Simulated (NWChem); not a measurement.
# silylarsine (SiAsH5); SMILES [SiH3][AsH2]

```xyz
7

Si    -0.0181    -1.5837     0.0000
As    -0.0498     0.8085     0.0000
H     -0.7413    -2.0657    -1.2073
H     -0.7413    -2.0657     1.2073
H      1.3512    -2.1653     0.0000
H      1.0145     0.8939    -1.1016
H      1.0145     0.8939     1.1016
```
Atoms are numbered in this order, from 1.

Results from NWChem. Medium grid unless said otherwise, to which SCAN and Minnesota functionals are sensitive. Structure relaxed at the B3LYP/6-31G* (spherical d) level. Total energies of different functionals are on different scales.

| level | energy (Ha) | highest occupied level (eV) | orbital gap (eV) | dipole (D) |
|---|---|---|---|---|
| B3LYP/def2-SVP | -2528.0636 | -7.29 | 7.49 | 0.38 |
| PBE/def2-SVP | -2527.4953 | -6.45 | 5.98 | 0.43 |
| TPSSh/def2-SVP | -2527.9809 | -7.00 | 7.01 | 0.45 |
| Hartree-Fock/def2-SVP | -2525.6665 | -9.90 | 13.67 | 0.56 |
| M05-2X/def2-SVP | -2527.9167 | -8.71 | 9.89 | 0.71 |
| SCAN/def2-SVP | -2528.2077 | -6.75 | 6.48 | 0.49 |
| LRC-wPBEh/def2-SVP | -2527.6046 | -9.32 | 11.33 | 0.54 |
| MN15-L/def2-SVP | -2527.9343 | -6.78 | 6.63 | 0.46 |
| M06/def2-SVP | -2527.9134 | -7.38 | 7.86 | 0.43 |
| M06-2X/def2-SVP | -2527.9768 | -8.55 | 9.66 | 0.61 |
